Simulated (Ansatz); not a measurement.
Born–Oppenheimer molecular dynamics of Cl2H6OSi2 (11 atoms, charge 0, multiplicity 1). It starts from a rough guess of a transition structure, not a stationary point.

These are results of Ansatz, UKS PBE-D4/STO-3G, not measurements.

```json
{
 "ensemble": "NVE (velocity Verlet)",
 "time step": "0.5 fs",
 "steps asked": "150",
 "starting velocities drawn for": "100 K",
 "seed": "834384"
}
```

First frame:

```xyz
11
Properties=species:S:1:pos:R:3
Si -0.764 0.794 -0.486
Si 1.102 -1.004 -0.338
Cl -0.469 1.081 -2.557
Cl -0.050 2.530 0.308
H -2.217 0.812 -0.545
H -0.010 -0.599 1.119
O -1.082 0.012 1.408
H 0.589 -2.320 -0.725
H 1.888 -1.221 0.906
H 2.104 -0.599 -1.316
H -1.093 0.514 2.228
```

Question: How far do the bonds stretch over the last three quarters of this one trajectory? (Pairs bonded in most of those frames.)

Answer: 
| bond | mean (Å) | spread (Å) | shortest | longest |
| --- | --- | --- | --- | --- |
| Si1–Si2 | 2.307 | 0.162 | 2.07 | 2.51 |
| Si1–Cl3 | 2.175 | 0.028 | 2.13 | 2.21 |
| Si1–Cl4 | 2.195 | 0.105 | 2.05 | 2.34 |
| Si1–H5 | 1.466 | 0.009 | 1.45 | 1.48 |
| Si2–H8 | 1.456 | 0.007 | 1.44 | 1.47 |
| Si2–H9 | 1.458 | 0.014 | 1.44 | 1.48 |
| Si2–H10 | 1.453 | 0.032 | 1.41 | 1.50 |
| H6–O7 | 1.068 | 0.092 | 0.91 | 1.20 |
| O7–H11 | 1.079 | 0.102 | 0.91 | 1.24 |

Mean temperature of the second half: 970 K. The conserved energy stayed within 2.2 meV per atom of its start (net change -1.1 meV per atom), so the integration is sound. The system heated up, since it started high on the potential surface and ran downhill. A run of 0.075 ps of so small a system gives no equilibrium averages. The orbitals stay closed-shell, which can raise the energy where a bond breaks towards radicals; this wasn't checked here. Limits of this set-up: minimal basis.

Time of the run: 11 min on 1 thread of Arm Neoverse V1, with other jobs on the host, peak memory 0.13 GiB.
